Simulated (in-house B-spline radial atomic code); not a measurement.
Inner levels of rubidium as electrons are removed. A shift is the extra binding of the orbital against the neutral atom ([Kr] 5s1). The density at the nucleus is averaged over the nuclear charge. Computed with an all-electron radial atomic-structure program (B-spline basis): Dirac-Hartree-Fock, jj configuration that fills j = l - 1/2 first, finite nuclei.

A number in brackets counts the electrons of a j subshell.

| ion | configuration | shift of 2s1/2 (eV) | shift of 2p1/2 (eV) | shift of 1s1/2 (eV) | radius of 2s1/2 (bohr) | radius of 2p1/2 (bohr) | radius of 1s1/2 (bohr) | Σ<r²> (bohr²) | change of density at nucleus (bohr⁻³) |
| --- | --- | --- | --- | --- | --- | --- | --- | --- | --- |
| Rb9+ | [Ar] 3d10 | 157.69 | 158.42 | 162.14 | 0.177 | 0.15225 | 0.040275 | 5.8169 | -87.171 |
| Rb10+ | [Ar] 3d3/2(4) 3d5/2(5) | 204.45 | 205.79 | 208.28 | 0.17693 | 0.15222 | 0.040276 | 5.2762 | -66.901 |
| Rb11+ | [Ar] 3d3/2(4) 3d5/2(4) | 253.65 | 255.69 | 256.96 | 0.17685 | 0.15219 | 0.040277 | 4.7883 | -44.675 |
| Rb12+ | [Ar] 3d3/2(4) 3d5/2(3) | 305.25 | 308.09 | 308.14 | 0.17675 | 0.15214 | 0.040279 | 4.3453 | -20.515 |
| Rb13+ | [Ar] 3d3/2(4) 3d5/2(2) | 359.2 | 362.94 | 361.81 | 0.17664 | 0.15208 | 0.04028 | 3.9411 | 5.5609 |
| Rb14+ | [Ar] 3d3/2(4) 3d5/2(1) | 415.45 | 420.21 | 417.93 | 0.1765 | 0.152 | 0.040281 | 3.5708 | 33.544 |
| Rb15+ | [Ar] 3d3/2(4) | 473.97 | 479.86 | 476.5 | 0.17635 | 0.15191 | 0.040283 | 3.2301 | 63.428 |
| Rb16+ | [Ar] 3d3/2(3) | ? | ? | ? | ? | ? | ? | ? | ? |
| Rb17+ | [Ar] 3d3/2(2) | ? | ? | ? | ? | ? | ? | ? | ? |
| Rb18+ | [Ar] 3d3/2(1) | 663.92 | 667.24 | 668.14 | 0.17578 | 0.15106 | 0.040287 | 2.3615 | 166.15 |
| Rb19+ | [Ne] 3s2 3p6 | 731.55 | 733.94 | 736.85 | 0.17555 | 0.15074 | 0.040289 | 2.1123 | 204.22 |
| Rb20+ | [Ne] 3s2 3p1/2(2) 3p3/2(3) | 796 | 800.24 | 809.5 | 0.17528 | 0.15047 | 0.040283 | 1.8419 | 249.29 |
| Rb21+ | [Ne] 3s2 3p1/2(2) 3p3/2(2) | 861.81 | 868.01 | 884 | 0.175 | 0.15019 | 0.040277 | 1.5836 | 295.94 |
| Rb22+ | [Ne] 3s2 3p1/2(2) 3p3/2(1) | 928.98 | 937.24 | 960.36 | 0.17471 | 0.14989 | 0.040271 | 1.3368 | 344.19 |
| Rb23+ | [Ne] 3s2 3p1/2(2) | ? | ? | ? | ? | ? | ? | ? | ? |
| Rb24+ | [Ne] 3s2 3p1/2(1) | 1068.06 | 1077.7 | 1119.97 | 0.17408 | 0.14961 | 0.040257 | 0.87937 | 439.33 |

Problem. Fill in the row of Rb16+.

Solution. shift of 2s1/2 (eV): 535.09; shift of 2p1/2 (eV): 540.17; shift of 1s1/2 (eV): 537.95; radius of 2s1/2 (bohr): 0.17618; radius of 2p1/2 (bohr): 0.15165; radius of 1s1/2 (bohr): 0.040284; Σ<r²> (bohr²): 2.9182; change of density at nucleus (bohr⁻³): 95.757.

Problem. Fill in the row of Rb17+.

Solution. shift of 2s1/2 (eV): 598.42; shift of 2p1/2 (eV): 602.64; shift of 1s1/2 (eV): 601.84; radius of 2s1/2 (bohr): 0.17599; radius of 2p1/2 (bohr): 0.15137; radius of 1s1/2 (bohr): 0.040285; Σ<r²> (bohr²): 2.6294; change of density at nucleus (bohr⁻³): 130.

Problem. Fill in the row of Rb23+.

Solution. shift of 2s1/2 (eV): 997.49; shift of 2p1/2 (eV): 1007.93; shift of 1s1/2 (eV): 1038.55; radius of 2s1/2 (bohr): 0.17441; radius of 2p1/2 (bohr): 0.14959; radius of 1s1/2 (bohr): 0.040265; Σ<r²> (bohr²): 1.1007; change of density at nucleus (bohr⁻³): 394.04.
